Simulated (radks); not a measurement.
The selenium anion Se2-, [Kr], held by a Watson sphere: a shell of charge +1.31 at radius R that stands for the Madelung well of a crystal (potential energy -1.31/R inside, -1.31/r outside, in hartree with lengths in bohr). Method: scalar-relativistic Kohn-Sham, LDA (Slater exchange, Perdew-Wang correlation), spin-polarised, spherical densities, finite nucleus; Fermi nuclear charge, rms radius of each element as measured or else 0.836 A^(1/3) + 0.57 fm; computed with a radial shooting solver on a logarithmic mesh with Libxc functionals. Response by self-consistent Sternheimer equations with the Hartree and adiabatic LDA kernel, the relativistic mass of each level held fixed and spin-orbit coupling left out. The sphere does not respond.

R (bohr)  e(3d) (eV)  e(4s) (eV)  e(4p) (eV)  <r> 4p (bohr)  sum of <r^2> (bohr^2)  X-ray form factor at sin(theta)/lambda = 0.1 1/angstrom  alpha (bohr^3)
2.27         -46.425     -12.430      -2.237          2.444                  59.42                                                   32.490           51.95
2.42         -46.348     -12.230      -2.141          2.477                  60.77                                                   32.437           55.52
3.04         -46.200     -11.549      -1.696          2.611                  66.43                                                   32.240           74.95
3.13         -46.183     -11.466      -1.629          2.629                  67.25                                                   32.215           78.44
3.75         -46.046     -10.984      -1.184          2.746                  72.85                                                   32.065           108.0
